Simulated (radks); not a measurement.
B III, 3 electrons, occupied as [He] 2s1. Method: scalar-relativistic Kohn-Sham, r2SCAN, spin-polarised, spherical densities, finite nucleus; open shells are filled with parallel spins first; meta-GGA in the generalised Kohn-Sham scheme; Fermi nuclear charge, rms radius 2.406 fm; computed with a radial shooting solver on a logarithmic mesh with Libxc functionals.

Normalised radial functions P(r) = r R(r), r in bohr:

r,1s down,2s up
0.02034,0.3839,0.0994
0.02735,0.4984,0.1290
0.03706,0.6435,0.1662
0.04983,0.8119,0.2092
0.06753,1.0079,0.2583
0.0908,1.2084,0.3065
0.1231,1.3988,0.3474
0.1654,1.5321,0.3650
0.2242,1.5687,0.3399
0.3015,1.4677,0.2518
0.4086,1.2138,0.0800
0.5493,0.8626,-0.1618
0.7444,0.4904,-0.4596
1.001,0.2154,-0.7138
1.356,0.0625,-0.8288
1.824,0.0114,-0.7271
2.472,0.0010,-0.4573
3.323,0.0000,-0.1952
4.504,0.0000,-0.0482

1s down: eigenvalue -213.70 eV, 0 radial nodes, <r> = 0.327 bohr, 90 % of the charge inside 0.587 bohr. 2s up: eigenvalue -32.919 eV, 1 radial node at r = 0.455 bohr, <r> = 1.63 bohr, 90 % of the charge inside 2.49 bohr.
